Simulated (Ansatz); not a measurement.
`NCOC=O` and `O=CO[SiH2][SiH3]` differ in one atom or group.

Ansatz, PBE0-D4/def2-TZVP geometries, multiplicity 1. Each molecule was computed in one conformer, which needn't be the lowest.

```csv
property,`NCOC=O`
HOMO–LUMO gap (B3LYP/def2-TZVPP) / eV,7.32
HOMO–LUMO gap (PBE/def2-TZVPP) / eV,5.15
size of the dipole moment (ωB97M-V/def2-TZVPP) / D,2.61
LUMO energy (ωB97M-V/def2-TZVPP) / eV,2.36
HOMO energy (ωB97M-V/def2-TZVPP) / eV,-10.11
HOMO–LUMO gap (ωB97M-V/def2-TZVPP) / eV,12.47
```

Problem. Give the same properties after the change, and the shifts. (Estimate.)

Solution. The calculation gave: 
```json
{"property": "HOMO–LUMO gap (B3LYP/def2-TZVPP) / eV", "`O=CO[SiH2][SiH3]`": "7.26", "shift": "-0.06"}
{"property": "HOMO–LUMO gap (PBE/def2-TZVPP) / eV", "`O=CO[SiH2][SiH3]`": "5.28", "shift": "0.13"}
{"property": "size of the dipole moment (ωB97M-V/def2-TZVPP) / D", "`O=CO[SiH2][SiH3]`": "1.30", "shift": "-1.31"}
{"property": "LUMO energy (ωB97M-V/def2-TZVPP) / eV", "`O=CO[SiH2][SiH3]`": "1.24", "shift": "-1.12"}
{"property": "HOMO energy (ωB97M-V/def2-TZVPP) / eV", "`O=CO[SiH2][SiH3]`": "-10.36", "shift": "-0.25"}
{"property": "HOMO–LUMO gap (ωB97M-V/def2-TZVPP) / eV", "`O=CO[SiH2][SiH3]`": "11.60", "shift": "-0.87"}
```

With PBE0 the HOMO falls by 0.58 eV and the LUMO falls by 0.77 eV, so the gap narrows by about 0.19 eV. PBE moves the HOMO by -0.79 eV and ωB97M-V by -0.25 eV. The zero-point energy changes by -36.2 kJ/mol with +3 modes. Dipoles are sizes alone; their direction can turn.

B3LYP here is the variant with VWN-RPA as its local correlation; programs differ in this.
